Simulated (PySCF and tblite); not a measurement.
The numbers below are computed, except where a source is named.
Conformer ensemble of C₉H₉F, numbered as in [F:1][CH2:2][c:3]1[cH:4][cH:5][c:6]2[c:7]([cH:8]1)[CH2:9][CH2:10]2

The ensemble was built from 60 distance-geometry starts (ETKDG and KDG, MMFF94s, GFN2-xTB) and rests on GFN2-xTB geometries. Weights use PBE0-D3(BJ)/pcSseg-1 energies plus GFN2-xTB zero-point and thermal terms (modes under about 100 cm⁻¹ blended into free rotors). Symmetry numbers and mirror images are counted. Conformers within 2.5 kcal/mol (GFN2-xTB free energy) were kept, 4 at most. GIAO shieldings: PBE0/pcSseg-1. Shifts are against TMS (¹H), TMS (¹³C), CFCl3 (¹⁹F) at the same level. (PySCF 2.14, tblite 0.8.)

Torsions listed: F1–C2–C3–C4. The 4-ring runs over atoms 6–7–9–10.

```tsv
conformer	shape	symmetry	E(GFN2) kcal/mol	E(DFT) kcal/mol	G(298.15 K) kcal/mol	weight %	dipole D
1	4-ring flat; 180°	Cs	0.12	0.00	0.00	68.9	1.67
2	4-ring flat; 0°	Cs	0.00	0.11	0.47	31.1	2.10
```

Weights (%) against temperature:

```
 T (K)     1     2  S(mix) cal/mol/K
   250  69.7  30.3              1.22
298.15  68.9  31.1              1.23
   350  68.3  31.7              1.24
```

Averaged shifts at 298.15 K. ¹H: 7.40 (H8, 1H), 7.38 (H5, 1H), 7.30 (H4, 1H), 5.95 (H2, 2H), 3.29 (H9, 2H), 3.28 (H10, 2H) ppm. ¹³C: 151.9 (C7), 149.6 (C6), 143.3 (C3), 127.3 (C5), 125.9 (C4), 122.1 (C8), 87.4 (C2), 30.4 (C9), 30.4 (C10) ppm. ¹⁹F: -264.8 (F1) ppm.

Coordinates of conformer 1 (Å):

```xyz
19

F     3.342   -1.345   -0.312
C     2.970   -0.057   -0.022
C     1.474    0.112    0.020
C     0.970    1.377    0.305
C    -0.398    1.637    0.367
C    -1.218    0.563    0.129
C    -0.716   -0.706   -0.157
C     0.628   -0.974   -0.221
C    -2.089   -1.310   -0.287
C    -2.651    0.106    0.030
H     3.421    0.188    0.948
H     3.416    0.579   -0.797
H     1.669    2.182    0.484
H    -0.763    2.628    0.591
H     1.033   -1.950   -0.441
H    -2.325   -2.072    0.453
H    -2.331   -1.687   -1.280
H    -3.223    0.562   -0.775
H    -3.219    0.175    0.957
```

Coordinates of conformer 2 (Å):

```xyz
19

F     3.704    0.888    0.393
C     2.915   -0.231    0.472
C     1.463    0.063    0.206
C     1.037    1.352   -0.082
C    -0.302    1.655   -0.334
C    -1.173    0.598   -0.279
C    -0.749   -0.701    0.011
C     0.562   -1.010    0.260
C    -2.141   -1.265   -0.096
C    -2.614    0.180   -0.420
H     3.310   -0.944   -0.264
H     3.053   -0.640    1.481
H     1.771    2.144   -0.110
H    -0.606    2.667   -0.556
H     0.907   -2.008    0.485
H    -2.539   -1.681    0.829
H    -2.283   -1.984   -0.901
H    -3.034    0.312   -1.415
H    -3.290    0.616    0.314
```

The minima are those of GFN2-xTB; planar forms about aryl–S or allylic bonds may be saddles in DFT. Unscaled ¹⁹F shifts at such levels can be off by tens of ppm; differences between conformers or isomers are more reliable. Shifts are unscaled: against experiment ¹³C can be off by 15 ppm or more and ¹H by 0.8 ppm.

Search and properties took 68 s on 1 thread of AMD EPYC 7B13 (shared host) (rough), launched as `OMP_NUM_THREADS=1 python ens_run.py task.json out`.
